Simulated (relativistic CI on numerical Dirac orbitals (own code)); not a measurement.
Computed by Dirac-Coulomb-Breit CI, KLI orbitals optimised for each configuration, model QED (radiative potential, 1s self-energy scaled to tabulated hydrogen-like ionisation energies), unscaled Slater integrals (own radial code, finite nucleus).

The strongest absorption lines from the ground level of an ion, among the configurations computed and to levels below about 394 eV (vacuum wavelength in nm, gf): 4.0401 (0.41), 6.8685 (6.3), 7.1516 (1.8), 7.3178 (7.5), 8.4469 (0.28), 8.6356 (0.62), 9.1183 (0.7), 9.3147 (0.59).

Q: Which ion is it?
A. Pm²⁴⁺
B. Eu²⁴⁺
C. Eu²⁶⁺
D. Eu²⁸⁺

A: C. Eu²⁶⁺ has 37 electrons and the ground level 4s²4p⁶4d ²D3/2; the strongest line goes to 4s²4p⁵4d² ²F°5/2. The pattern of lines fixes the number of electrons, and along that sequence the line energies rise steadily with the charge (about as its square where n changes within one kind of shell, about linearly where n is kept but much faster in heavy ions where fine structure, which grows about as Z⁴, sets the gap, and irregularly where shells cross), which fixes Z. Configurations outside the model, such as inner-shell arrays, can give stronger lines. At this charge energies of transitions that change n are usually good to better than 1 %, and those within a shell (Δn = 0) to a few per cent.

LS names give the leading component of a level, which can be under half, so a name can repeat, a term be missing and a line seem to break the LS rules.
